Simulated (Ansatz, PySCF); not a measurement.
In(F)2(Et) (C₂H₅F₂In), SMILES C[CH2][In]([F])[F].

The structure is a stationary point at PBE0-D3(BJ)/def2-SVP. The structure was generated by enumeration; whether it is a known compound was not checked. The def2 effective core potentials stand for the cores of In; spin–orbit coupling is left out. One conformer was computed; it need not be the lowest.

Vertical ionisation energy (IE) and electron affinity (EA) in eV. Rows of orbital energies are one-electron estimates. Where ΔSCF, EOM or ADC give a negative EA the extra electron is unbound and the value depends on the basis.

```tsv
level	IE	EA
−ε(HOMO), −ε(LUMO), CAM-B3LYP/def2-TZVP (PySCF)	9.96	0.84
−ε(HOMO), −ε(LUMO), PBE/def2-TZVP (PySCF)	7.30	2.62
ΔSCF, PBE0/def2-SVPD (Ansatz), final states of multiplicity 2 and 2	10.78	0.27
ΔSCF, PBE/def2-SVPD (Ansatz), final states of multiplicity 2 and 2	[?]	[?]
```

Problem. What belongs in the gaps? (The exact figures need the calculation; the answer reports its results.)

Solution. 
- ΔSCF, PBE/def2-SVPD (Ansatz, a quantum-chemistry and plane-wave program), final states of multiplicity 2 and 2, IE: 10.38
- ΔSCF, PBE/def2-SVPD (Ansatz), final states of multiplicity 2 and 2, EA: 0.38

Problem. What vertical singlet–triplet gap does ΔSCF give with PBE0/def2-SVPD (Ansatz) and with PBE/def2-SVPD (Ansatz)? (The exact figures need the calculation; the answer reports its results.)

Solution. 4.79 and 4.41 eV (triplet above singlet where positive).
